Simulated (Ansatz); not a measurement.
B2F4H2S2 (`F[B-]1(F)[SH+][B-](F)(F)[SH+]1`). Total charge 0; spin multiplicity 1.

Cartesian coordinates in Å:
```
F 0.761 1.826 -1.256
B 1.006 0.721 -0.530
F 2.287 0.360 -0.351
S 0.064 0.836 1.258
B -1.005 -0.721 0.531
F -2.288 -0.361 0.352
F -0.759 -1.826 1.256
S -0.065 -0.835 -1.258
H -0.815 1.775 0.869
H 0.814 -1.775 -0.870
```

Question: List the harmonic frequencies (cm⁻¹, unscaled) at PBE0-D4/def2-TZVP in Ansatz. (Estimate.)

Answer: Computed: 21, 189, 204, 233, 243, 278, 299, 308, 334, 378, 466, 546, 566, 634, 690, 695, 722, 728, 1041, 1094, 1330, 1330, 2714, 2715.

Question: Is this a minimum?

Answer: Yes, all 24 modes are real.

Question: Give the ideal-gas thermochemistry at 298.15 K and 1 bar (rigid rotor, harmonic oscillator; point group C2h, symmetry number 2).

Answer: Zero-point energy 106.2 kJ/mol; H(298) − E = 132.7 kJ/mol; entropy 393.1 J/(mol·K), of which translation 172.4, rotation 117.2, vibration 103.5; G(298) − E = 15.5 kJ/mol. Modes under 100 cm⁻¹ are hindered rotations or soft bends, so the harmonic entropy is rough.

Question: And at 400, 500, 600, 800 and 1000 K?

Answer: 
```tsv
T (K)	H − E (kJ/mol)	S (J/mol/K)	G − E (kJ/mol)
400	148.3	438.1	-26.9
500	165.4	476.1	-72.7
600	183.6	509.3	-122.0
800	222.5	565.2	-229.6
1000	263.5	610.9	-347.4
```

Question: Rotational constants (cm⁻¹)?

Answer: 0.06577, 0.0367, 0.03319.
